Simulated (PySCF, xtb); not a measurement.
BI2, SMILES I[B+]I, charge +1.

Harmonic wavenumbers (cm⁻¹) from GFN2-xTB (xtb) at its own minimum, in rising order: 197, 197, 263, 1248.

Task: What does PySCF with B3LYP-D3(BJ)/def2-TZVP give at its own minimum? (The exact figures need the calculation; the answer reports its results.)

Result: 228, 230, 230, 1088. Paired by order, the mean absolute difference is 64 cm⁻¹ and the zero-point energies are 2.7 and 2.5 kcal/mol.
